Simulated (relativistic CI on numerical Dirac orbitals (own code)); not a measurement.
**Level scheme of Cd47+**

These numbers are calculated, not measured: Dirac equation for one electron, model QED (radiative potential, 1s self-energy scaled to tabulated hydrogen-like ionisation energies) (own radial code, finite nucleus).

CI space: 1s, 2s, 2p, 3s, 3p, 3d, 4s, 4p, 4d, 4f, 5s, 5p, 5d, 5f, 5g, 6s, 6p, 6d. Levels of other configurations are missing.

The lowest level is 1s 2S_1/2, with 100 % of that term; Hund's rules for 1s give 2S with J = 1/2, in agreement.

| No. | Configuration | Term | J | E (10³ cm⁻¹) | % | Landé g |
| --- | --- | --- | --- | --- | --- | --- |
| 1 | 1s | 2S | 1/2 | 0 | 100 | 1.918 |
| 2 | 2p | 2P° | 1/2 | 195052 | 100 | 0.645 |
| 3 | 2s | 2S | 1/2 | 195090 | 100 | 1.981 |
| 4 | 2p | 2P° | 3/2 | 197156 | 100 | 1.318 |
| 5 | 3p | 2P° | 1/2 | 231844 | 100 | 0.657 |
| 6 | 3s | 2S | 1/2 | 231855 | 100 | 1.993 |
| 7 | 3d | 2D | 3/2 | 232467 | 100 | 0.792 |
| 8 | 3p | 2P° | 3/2 | 232469 | 100 | 1.327 |
| 9 | 3d | 2D | 5/2 | 232664 | 100 | 1.193 |
| 10 | 4p | 2P° | 1/2 | 244634 | 100 | 0.661 |
| 11 | 4s | 2S | 1/2 | 244639 | 100 | 1.997 |
| 12 | 4d | 2D | 3/2 | 244896 | 100 | 0.795 |
| 13 | 4p | 2P° | 3/2 | 244897 | 100 | 1.330 |
| 14 | 4f | 2F° | 5/2 | 244979 | 100 | 0.853 |
| 15 | 4d | 2D | 5/2 | 244979 | 100 | 1.197 |
| 16 | 4f | 2F° | 7/2 | 245020 | 100 | 1.139 |
| 17 | 5p | 2P° | 1/2 | 250517 | 100 | 0.663 |
| 18 | 5s | 2S | 1/2 | 250519 | 100 | 1.999 |
| 19 | 5d | 2D | 3/2 | 250651 | 100 | 0.797 |
| 20 | 5p | 2P° | 3/2 | 250651 | 100 | 1.331 |
| 21 | 5f | 2F° | 5/2 | 250693 | 100 | 0.854 |
| 22 | 5d | 2D | 5/2 | 250693 | 100 | 1.198 |
| 23 | 5g | 2G | 7/2 | 250714 | 100 | 0.886 |
| 24 | 5f | 2F° | 7/2 | 250714 | 100 | 1.141 |
| 25 | 5g | 2G | 9/2 | 250726 | 100 | 1.109 |
| 26 | 6p | 2P° | 1/2 | 253697 | 100 | 0.664 |
| 27 | 6s | 2S | 1/2 | 253698 | 100 | 2.000 |
| 28 | 6d | 2D | 3/2 | 253774 | 100 | 0.798 |
| 29 | 6p | 2P° | 3/2 | 253775 | 100 | 1.332 |
| 30 | 6d | 2D | 5/2 | 253799 | 100 | 1.199 |

Energies count from the lowest computed level; ° marks odd parity.
